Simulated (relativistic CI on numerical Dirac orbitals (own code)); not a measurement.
**I XLVI: sensitivity of the levels to the model**

Base calculation: Dirac-Coulomb-Breit CI, KLI orbitals optimised for each configuration, a model potential for QED, unscaled Slater integrals.

Configuration list (outside the closed core 1s2): 2s²2p⁴, 2s2p⁵, 2p⁶, 2p⁵3s, 2p⁵3p, 2p⁵3d, 2s²2p³3s, 2s²2p³3p, 2s²2p³3d, 2s2p⁴3s, 2s2p⁴3p, 2s2p⁴3d, 2s²2p³4s, 2s²2p³4p, 2s²2p³4d, 2s²2p³4f. Levels of other configurations are missing.

The lowest level and the first level of each name with at least 55 % of one term (blank where a level has no safe partner in the second run):

```tsv
Level	Base (eV)	Shift (eV)
2s²2p⁴ ³P2	0.00	0.00
2s²2p⁴ ¹S0	37.00	-0.33
2s²2p⁴ ³P1	307.15	-0.04
2s²2p⁴ ¹D2	323.82	-0.05
2s2p⁵ ³P°2	561.67	+0.15
2s²2p⁴ ³P0	644.39	-0.25
2s2p⁵ ³P°0	876.63	+0.14
2p⁶ ¹S0	1208.30	+1.14
2s²2p³3p ³P0	4475.53	
2s²2p³3d ³P°0	4529.88	
2s²2p³3s ³D°3	4593.36	
2s²2p³3s ¹D°2	4597.95	
2s²2p³3s ³P°0	4622.32	
2s²2p³3s ³P°1	4625.32
```

At this charge energies of transitions that change n are usually good to better than 1 %, and those within a shell (Δn = 0) to a few per cent.

(1) One thing was changed in a second run, which moved the levels as shown. Which?
A. P86 correlation estimate
B. Breit term removed
C. only the first 3 configurations
D. configuration mixing switched off
E. QED terms removed

Results:

(1) C. Only the first 3 configurations. With fewer configurations the levels that remain lose their mixing partners.

LS names give the leading component of a level, which can be under half, so a name can repeat, a term be missing and a line seem to break the LS rules.
